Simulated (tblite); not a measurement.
A geometry optimisation, step by step.

Species: C4H11NSi2.
Numbering: `[CH2:1]=[CH:2][C@@H:3]1[CH2:4][SiH2:5][NH:6][SiH2:7]1` (hydrogens: H8, H9 on C1; H10 on C2; H11 on C3; H12, H13 on C4; H14, H15 on Si5; H16 on N6; H17, H18 on Si7)

Computed with GFN2-xTB (tblite), gas phase: L-BFGS steps from a force-field or distance-geometry start until the largest atomic force falls under 0.01 eV/Å. 7 of its 231 geometries are shown.

Step 0: E = -558.3652 eV, largest atomic force 2.159 eV/Å
```
atom  x, y, z in Å  |  force x, y, z in eV/Å
C1      2.524   -0.283   -0.735   -0.612  -0.050   0.550
C2      1.809   -0.553    0.351    1.981  -0.807   0.292
C3      0.448   -0.122    0.511   -0.878   0.809   0.969
C4     -0.617   -1.131    0.164   -0.884  -0.914   0.420
Si5    -2.095   -0.147    0.811   -0.337   0.941  -0.767
N6     -1.864    1.359   -0.176    1.163  -1.522   0.329
Si7    -0.095    1.292   -0.573   -1.283   1.339  -0.454
H8      3.535   -0.600   -0.836    0.328  -0.080  -0.245
H9      2.030    0.281   -1.510    0.578  -0.121  -0.133
H10     2.267   -1.131    1.185   -0.301   0.354  -0.613
H11     0.230    0.213    1.564    0.754  -0.384  -0.572
H12    -0.687   -1.262   -0.931    0.158  -0.437   0.634
H13    -0.528   -2.096    0.700    0.312   0.261  -0.557
H14    -3.360   -0.780    0.560   -0.473  -0.072  -0.071
H15    -1.812    0.178    2.202   -0.264   0.066   0.119
H16    -2.418    1.287   -1.020   -0.062   0.376   0.156
H17     0.040    0.961   -1.992   -0.125   0.048  -0.169
H18     0.585    2.541   -0.287   -0.053   0.193   0.112
```

Step 38: E = -559.3713 eV, largest atomic force 0.130 eV/Å
```
atom  x, y, z in Å  |  force x, y, z in eV/Å
C1      2.647   -0.375   -0.838    0.021   0.010  -0.033
C2      1.837   -0.640    0.167    0.044   0.049   0.000
C3      0.509   -0.019    0.435    0.000  -0.108   0.067
C4     -0.564   -1.122    0.475   -0.090   0.022   0.025
Si5    -2.237   -0.255    0.672   -0.029   0.086   0.010
N6     -1.816    1.168   -0.229   -0.052   0.011  -0.003
Si7    -0.150    1.397   -0.665   -0.007  -0.104   0.078
H8      3.589   -0.883   -0.947    0.028  -0.002  -0.059
H9      2.402    0.358   -1.586    0.018   0.053  -0.032
H10     2.134   -1.399    0.885   -0.034   0.008   0.024
H11     0.551    0.380    1.458    0.062   0.090  -0.012
H12    -0.537   -1.692   -0.455    0.028  -0.001   0.029
H13    -0.351   -1.820    1.287   -0.008  -0.040  -0.045
H14    -3.362   -0.987    0.087    0.001   0.051  -0.028
H15    -2.494    0.085    2.080   -0.053  -0.013  -0.023
H16    -2.506    1.854   -0.483    0.043  -0.085   0.034
H17    -0.002    1.246   -2.113    0.027  -0.053  -0.064
H18     0.343    2.710   -0.242    0.004   0.027   0.031
```

Step 77: E = -559.3952 eV, largest atomic force 0.039 eV/Å
```
atom  x, y, z in Å  |  force x, y, z in eV/Å
C1      2.640   -0.306   -0.867   -0.004  -0.002  -0.004
C2      1.835   -0.673    0.112   -0.002   0.000   0.009
C3      0.531   -0.041    0.465   -0.030   0.011  -0.001
C4     -0.571   -1.113    0.583    0.003   0.001  -0.003
Si5    -2.263   -0.249    0.656    0.011  -0.026  -0.012
N6     -1.789    1.190   -0.183    0.004   0.018   0.003
Si7    -0.130    1.351   -0.659    0.006   0.017  -0.018
H8      3.567   -0.818   -1.066    0.017  -0.004   0.015
H9      2.406    0.524   -1.510    0.019   0.013  -0.010
H10     2.113   -1.515    0.739   -0.002  -0.017  -0.013
H11     0.652    0.399    1.465    0.005  -0.014  -0.008
H12    -0.527   -1.756   -0.300   -0.006   0.022   0.032
H13    -0.384   -1.756    1.445   -0.009  -0.002  -0.018
H14    -3.314   -0.967   -0.071   -0.002  -0.007   0.004
H15    -2.700    0.066    2.020    0.000   0.004   0.026
H16    -2.466    1.884   -0.443   -0.003  -0.004  -0.002
H17     0.002    1.114   -2.103    0.004  -0.003   0.010
H18     0.391    2.672   -0.293   -0.013  -0.007  -0.009
```

Step 115: E = -559.4072 eV, largest atomic force 0.016 eV/Å
```
atom  x, y, z in Å  |  force x, y, z in eV/Å
C1      2.750   -0.166   -0.716    0.011   0.000  -0.012
C2      1.789   -0.743   -0.019   -0.006   0.008   0.000
C3      0.512   -0.093    0.400   -0.003   0.003   0.004
C4     -0.609   -1.125    0.603    0.001  -0.001   0.000
Si5    -2.268   -0.210    0.735    0.002   0.000  -0.002
N6     -1.806    1.165   -0.215    0.004   0.005   0.003
Si7    -0.162    1.274   -0.751    0.000  -0.001  -0.005
H8      3.660   -0.683   -0.971    0.010  -0.007   0.002
H9      2.669    0.853   -1.058   -0.009   0.003   0.003
H10     1.916   -1.771    0.307   -0.004  -0.002  -0.005
H11     0.700    0.379    1.374    0.001  -0.004   0.003
H12    -0.633   -1.788   -0.265    0.000  -0.005   0.006
H13    -0.399   -1.755    1.469    0.000   0.002   0.000
H14    -3.387   -0.924    0.115   -0.002  -0.002   0.007
H15    -2.599    0.186    2.110   -0.006   0.005  -0.003
H16    -2.482    1.860   -0.479    0.009  -0.005  -0.008
H17    -0.028    0.934   -2.172   -0.002   0.003  -0.003
H18     0.367    2.614   -0.480   -0.006  -0.003   0.013
```

Step 153: E = -559.4149 eV, largest atomic force 0.087 eV/Å
```
atom  x, y, z in Å  |  force x, y, z in eV/Å
C1      2.835   -0.134   -0.557   -0.030   0.004   0.001
C2      1.734   -0.774   -0.201    0.036  -0.017  -0.009
C3      0.509   -0.114    0.340    0.001   0.000  -0.001
C4     -0.609   -1.112    0.667    0.001   0.005  -0.007
Si5    -2.257   -0.180    0.803   -0.008  -0.008  -0.001
N6     -1.853    1.089   -0.307    0.006  -0.001   0.014
Si7    -0.204    1.243   -0.810   -0.003   0.006  -0.012
H8      3.700   -0.650   -0.940   -0.007   0.015   0.003
H9      2.911    0.941   -0.482    0.005  -0.071   0.016
H10     1.691   -1.855   -0.300   -0.004   0.087  -0.004
H11     0.791    0.394    1.270   -0.014   0.001  -0.005
H12    -0.686   -1.833   -0.150    0.012  -0.003   0.006
H13    -0.364   -1.685    1.563    0.008   0.016  -0.008
H14    -3.401   -0.950    0.307   -0.024   0.008   0.007
H15    -2.523    0.355    2.145   -0.003  -0.016  -0.002
H16    -2.548    1.742   -0.624    0.014  -0.010   0.008
H17    -0.040    0.945   -2.236    0.001  -0.016   0.002
H18     0.305    2.583   -0.499    0.009  -0.002  -0.007
```

Step 192: E = -559.4603 eV, largest atomic force 0.088 eV/Å
```
atom  x, y, z in Å  |  force x, y, z in eV/Å
C1      2.941   -0.315   -0.301   -0.016   0.015   0.019
C2      1.672   -0.657   -0.441   -0.025   0.038   0.023
C3      0.524   -0.014    0.249   -0.028   0.043  -0.071
C4     -0.527   -1.033    0.717    0.025   0.014   0.002
Si5    -2.217   -0.185    0.885   -0.004   0.005  -0.025
N6     -1.956    1.003   -0.356    0.021   0.003   0.034
Si7    -0.336    1.246   -0.917   -0.042  -0.001  -0.021
H8      3.730   -0.790   -0.860   -0.008   0.006   0.013
H9      3.240    0.468    0.378    0.011  -0.028   0.000
H10     1.398   -1.437   -1.141    0.037  -0.029  -0.003
H11     0.892    0.532    1.125   -0.010  -0.007  -0.069
H12    -0.610   -1.827   -0.029    0.014   0.010  -0.013
H13    -0.189   -1.514    1.635   -0.023  -0.029   0.037
H14    -3.341   -1.068    0.552    0.013   0.056  -0.011
H15    -2.424    0.470    2.181   -0.019  -0.024   0.053
H16    -2.699    1.608   -0.662    0.037  -0.053   0.017
H17    -0.226    0.897   -2.338    0.004   0.000   0.013
H18     0.119    2.621   -0.689    0.012  -0.019   0.002
```

Step 230: E = -559.4739 eV, largest atomic force 0.010 eV/Å
```
atom  x, y, z in Å  |  force x, y, z in eV/Å
C1      2.956   -0.326   -0.195    0.003  -0.002   0.000
C2      1.696   -0.630   -0.458    0.002   0.000  -0.002
C3      0.513    0.006    0.176    0.005  -0.003  -0.001
C4     -0.511   -1.030    0.664   -0.001  -0.004   0.000
Si5    -2.187   -0.176    0.927    0.001   0.007   0.007
N6     -1.953    1.063   -0.266   -0.001  -0.001   0.000
Si7    -0.395    1.212   -1.004    0.006  -0.004  -0.007
H8      3.780   -0.802   -0.701   -0.007   0.005   0.000
H9      3.215    0.419    0.539    0.001  -0.001   0.000
H10     1.472   -1.385   -1.203   -0.006   0.003   0.003
H11     0.853    0.588    1.038   -0.006   0.003   0.001
H12    -0.622   -1.804   -0.099    0.002  -0.003  -0.002
H13    -0.138   -1.533    1.558   -0.001  -0.001   0.002
H14    -3.341   -1.011    0.583   -0.002  -0.003  -0.001
H15    -2.347    0.405    2.266    0.001  -0.003  -0.002
H16    -2.707    1.673   -0.530    0.002   0.002  -0.002
H17    -0.406    0.755   -2.398   -0.002   0.001   0.002
H18     0.112    2.582   -0.909    0.002   0.004  -0.001
```

**Question.** Summarise the path.

**Answer.** The energy falls by 106.97 kJ/mol from step 0 to step 230; nine tenths of that is first reached at step 36. It rises by more than 0.2 meV at steps 128, 131, 134, 137, 140, 143, 146 and 149 and others. The largest force goes from 2.159 to 0.010 eV/Å. Among the bonds N6–Si7 changes most, from 1.814 to 1.731 Å; the atoms move by 1.012 Å rms after alignment.

**Question.** Follow the three bonds and two angles with the largest change from start to end.

**Answer.** 
| step | E above end (kJ/mol) | largest force (eV/Å) | N6–Si7 (Å) | Si5–N6 (Å) | C3–Si7 (Å) | Si5–N6–Si7 (°) | C3–C4–Si5 (°) |
| --- | --- | --- | --- | --- | --- | --- | --- |
| 0 | 106.97 | 2.159 | 1.814 | 1.816 | 1.863 | 102.2 | 97.2 |
| 10 | 39.48 | 0.483 | 1.742 | 1.748 | 1.918 | 114.4 | 101.1 |
| 20 | 18.64 | 0.221 | 1.736 | 1.733 | 1.918 | 116.9 | 104.3 |
| 30 | 12.93 | 0.203 | 1.737 | 1.737 | 1.908 | 117.1 | 105.7 |
| 40 | 9.42 | 0.116 | 1.737 | 1.734 | 1.915 | 118.3 | 107.1 |
| 50 | 8.22 | 0.057 | 1.735 | 1.731 | 1.908 | 118.6 | 108.9 |
| 60 | 7.85 | 0.031 | 1.735 | 1.732 | 1.907 | 118.2 | 109.0 |
| 70 | 7.71 | 0.050 | 1.734 | 1.732 | 1.908 | 118.3 | 109.0 |
| 80 | 7.55 | 0.025 | 1.733 | 1.733 | 1.907 | 118.2 | 108.7 |
| 90 | 7.19 | 0.055 | 1.733 | 1.733 | 1.907 | 118.2 | 108.9 |
| 100 | 6.71 | 0.049 | 1.733 | 1.733 | 1.909 | 118.2 | 108.8 |
| 110 | 6.48 | 0.031 | 1.732 | 1.733 | 1.909 | 118.2 | 108.8 |
| 120 | 6.41 | 0.024 | 1.733 | 1.734 | 1.910 | 118.2 | 108.9 |
| 130 | 6.30 | 0.028 | 1.732 | 1.734 | 1.911 | 118.4 | 109.1 |
| 140 | 6.48 | 0.409 | 1.731 | 1.737 | 1.915 | 118.4 | 109.4 |
| 150 | 5.80 | 0.068 | 1.731 | 1.735 | 1.915 | 118.3 | 109.2 |
| 160 | 5.22 | 0.064 | 1.730 | 1.734 | 1.919 | 118.2 | 109.1 |
| 170 | 4.44 | 0.203 | 1.729 | 1.737 | 1.918 | 118.7 | 109.6 |
| 180 | 3.12 | 0.091 | 1.729 | 1.735 | 1.921 | 118.6 | 110.5 |
| 190 | 1.54 | 0.116 | 1.730 | 1.735 | 1.918 | 118.2 | 110.0 |
| 200 | 0.49 | 0.088 | 1.730 | 1.737 | 1.917 | 118.4 | 109.1 |
| 210 | 0.10 | 0.042 | 1.731 | 1.737 | 1.916 | 118.4 | 109.0 |
| 220 | 0.02 | 0.016 | 1.731 | 1.736 | 1.915 | 118.4 | 109.1 |
| 230 | 0.00 | 0.010 | 1.731 | 1.736 | 1.915 | 118.4 | 109.2 |

The cost below is that of the whole relaxation. Hardware: one thread, Intel Xeon at 2.50 GHz (x86_64), shared host with 64 logical CPUs at a one-minute load of 14. Cost: 5.9 s of wall time.
